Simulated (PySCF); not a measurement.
## A search over the determinants of IBr

Unrestricted PBE0; I def2-SVP with ECP28, Br def2-SVP; scalar-relativistic core potentials (PySCF 2.14). Outer shells of the fragments: I 4d10 5s2 5p5; Br 3d10 4s2 4p5.

Followed along the bond (rough minima from three points):

```tsv
2Ms+1	unpaired	⟨S²⟩ at the start	R at minimum (Å)	Te (eV)
1	none	0.00	2.50	0.00
3	σ ↑, π ↑	2.00	none in the scan	≤ 1.50
```

Solutions found at the starting distance of 2.425 Å, counted from the lowest of them; the search is not exhaustive and high or unbound solutions are not listed, so other states can lie among these:

```csv
2Ms+1,unpaired,term,E (eV),⟨S²⟩,⟨Lz²⟩,μ (D)
1,none,¹Σ⁺,0.00,0.00,0.00,-0.78
3,"σ ↑, π ↑",³Π,2.08,2.00,1.00,-0.76
1,"σ ↑, π ↓",mixed,2.32,1.00,1.00,-0.71
3,π ↑↑,³Σ⁻,5.07,2.00,0.00,-0.44
3,σ ↑↑,³Σ⁺,5.35,2.00,0.00,0.47
3,π ↑↑,mixed,6.81,2.00,2.01,1.12
```

A term symbol is given only where ⟨S²⟩ and ⟨Lz²⟩ are close to those of a pure state; real π, δ and φ orbitals otherwise mix terms. A positive dipole means I(−)Br(+).

Spin–orbit coupling is left out. Counting both spins, an empty level lies below a filled one in some of these solutions, because spin and occupation are held.
